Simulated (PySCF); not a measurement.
Computed XPS line lists of a few unrelated compounds.

Theory: delta-SCF UKS SCAN, pcX-2 on the ionised atom, pcseg-1 elsewhere, spin-free X2C (PySCF 2.14.0). Geometries: GFN2-xTB; isolated species, one conformer each.

Line lists (1s up to Mg, 2p3/2 beyond; areas count atoms within a level, one atom standing for each set equivalent by bonding):
1. C 1s: 292.99 eV; N 1s: 406.53 eV; Si 2p3/2: 110.39 eV
2. C 1s: 285.43 (area 1), 285.80 (area 1), 288.76 (area 1) eV; O 1s: 531.07 eV
3. C 1s: 296.27 (area 1), 297.13 (area 1), 297.19 (area 1), 298.10 (area 1) eV; N 1s: 412.91 eV
4. C 1s: 293.10 (area 1), 294.59 (area 2), 295.25 (area 1) eV; N 1s: 405.94 eV; F 1s: 694.02 (area 2), 694.03 (area 1) eV

Structures:
A. `CC=[N+](C)C`
B. `C(#N)[C@]1(F)[C@H]([C@H]1F)F`
C. `C([O-])(=O)C#C`
D. `N#C[SiH](C#N)C#N`

Q: Match each list to its structure.

A: 
- 1 = D: no other candidate has this set of levels. C 1s: 292.99 cyano carbon (×3); N 1s: 406.53 cyano nitrogen (×3); Si 2p3/2: 110.39 SiH silicon.
- 2 = C: no other candidate has this set of levels. C 1s: 285.43 terminal alkyne carbon, 285.80 alkyne carbon, 288.76 carboxylate carbon; O 1s: 531.07 carboxylate oxygen (×2).
- 3 = A: no other candidate has this set of levels. C 1s: 296.27 methyl carbon, 297.13 N-methyl carbon, 297.19 N-methyl carbon, 298.10 C=N carbon; N 1s: 412.91 iminium nitrogen.
- 4 = B: no other candidate has this set of levels. C 1s: 293.10 nitrile carbon, 294.59 sp3 C–F carbon (×2), 295.25 sp3 C–F carbon; N 1s: 405.94 nitrile nitrogen; F 1s: 694.02 alkyl fluorine (×2), 694.03 alkyl fluorine.

The 2p values add to the ΔSCF energy of one spin-free hole a correction within the shell (spin–orbit coupling, ligand field). 2 of these hole states are spin-contaminated (⟨S²⟩ up to 0.87, against 0.75; counted from 0.85) and less certain.
